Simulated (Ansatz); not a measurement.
Relaxation of CH₂FTe (5 atoms, charge -1, multiplicity 1), to a largest force component of 0.015 eV/Å in at most 40 steps.

Method: RKS BHLYP-D4/def2-SVP in Ansatz.

```xyz
5
Properties=species:S:1:pos:R:3:forces:R:3
F -1.443 -0.485 0.836 0.87 -0.08 -0.97
C -0.421 -0.630 -0.246 -1.31 -0.67 1.05
Te 1.164 0.759 0.243 0.07 0.87 -0.49
H 0.047 -1.603 0.070 0.03 0.46 -0.17
H 0.652 1.959 -0.902 0.34 -0.58 0.58
```

Problem. Where does it end, and by what steps?

Solution. The run converged. Limits of this set-up: an anion without diffuse functions, the dipole of an ion depends on the origin. After 7 steps the energy has fallen by 0.151 eV; C2 moved furthest, 0.11 Å.

| step | energy less start (eV) | largest force component (eV/Å) | accepted |
| --- | --- | --- | --- |
| 0 | 0.0000 | 1.305 | yes |
| 1 | -0.0639 | 0.967 | yes |
| 2 | -0.1220 | 0.574 | yes |
| 3 | -0.1416 | 0.345 | yes |
| 4 | -0.1441 | 0.414 | yes |
| 5 | -0.1510 | 0.059 | yes |
| 6 | -0.1512 | 0.025 | yes |
| 7 | -0.1512 | 0.012 | yes |

```xyz
5
Properties=species:S:1:pos:R:3
F -1.443 -0.538 0.822
C -0.527 -0.670 -0.231
Te 1.196 0.813 0.219
H 0.071 -1.560 0.081
H 0.703 1.954 -0.890
```

The run took 22 s on 1 thread of Intel(R) Xeon(R) Platinum 8488C (Sapphire Rapids) (shared host), peak memory 0.14 GiB.
